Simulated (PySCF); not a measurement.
Excitations are Tamm–Dancoff values on a coarser integration grid. The basis has no diffuse functions, so Rydberg states are missing or too high.

Cartesian coordinates (Å):
SMILES: [NH2][GeH2][GeH2][GeH2][GeH2][GeH2][GeH2][CH]=O
```xyz
24

N      5.6225     1.5724    -0.3971
Ge     4.2341     1.1779     0.7496
Ge     2.7640    -0.6242     0.0086
Ge     0.9701    -1.1021     1.5737
Ge    -0.4414    -2.9180     0.8001
Ge    -2.2385    -3.3959     2.3595
Ge    -3.6306    -5.2272     1.5801
C     -5.0929    -5.5619     2.9088
O     -6.1635    -5.0255     2.8288
H      6.2683     0.7994    -0.5402
H      5.3185     1.8983    -1.3118
H      4.8689     0.7869     2.0982
H      3.4088     2.4693     0.9090
H      2.1336    -0.2678    -1.3567
H      3.5804    -1.9197    -0.2007
H      1.5621    -1.4827     2.9473
H      0.1007     0.1569     1.7750
H      0.4106    -4.1911     0.6139
H     -1.0494    -2.5564    -0.5710
H     -3.1191    -2.1444     2.5462
H     -1.6429    -3.7665     3.7340
H     -4.2761    -4.8739     0.2301
H     -2.7714    -6.5019     1.4415
H     -4.8610    -6.2577     3.7636
```
Charge 0, multiplicity 1.

Question: What is the computed T1 excitation (TDA), S1 oscillator strength, HOMO–LUMO gap, S1 excitation (TDA), dipole moment, brightest of the four lowest singlets (TDA), total energy and HOMO (PySCF with PBE-D3(BJ)/def2-TZVP // PBE0-D4/def2-SVP)?

Answer: 
| Quantity | Result |
|---|---|
| T1 excitation (TDA) | 2.44 eV |
| S1 oscillator strength | 0.204 |
| HOMO–LUMO gap | 2.75 eV |
| S1 excitation (TDA) | 3.00 eV |
| dipole moment | 2.84 D |
| brightest of the four lowest singlets (TDA) | 4.37 eV |
| total energy | -343874.26 eV |
| HOMO | -5.47 eV |
